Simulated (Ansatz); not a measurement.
```xyz
5

Si   -0.0035    0.0093   -0.0010
H     0.8571    0.8706    0.8610
H     0.8663   -0.8647   -0.8704
H    -0.8696    0.8674   -0.8588
H    -0.8570   -0.8558    0.8682
```

Basis set: STO-3G (spherical functions). Correlated methods keep 5 orbitals frozen. Charge 0, multiplicity 1.

Computed with Ansatz (development build ahead of 0.2.0); each method stands on the lowest determinant of its kind that the runs found. Restricted open shells among the atoms or ions are ROHF, correlated in semicanonical orbitals with singles.

Question: Give the atomization energy at this shape (free ground-state atoms in the same class of orbitals less the molecule, no zero-point energy) of singlet SiH₄ by RHF-MP2, RHF.

Answer:

| method | atomization energy |
| --- | --- |
| RHF-MP2 | 1610.4 kJ/mol |
| RHF | 1505.1 kJ/mol |

This basis has no polarisation functions and is too small for such energies, which can lie far from measured ones in either direction.
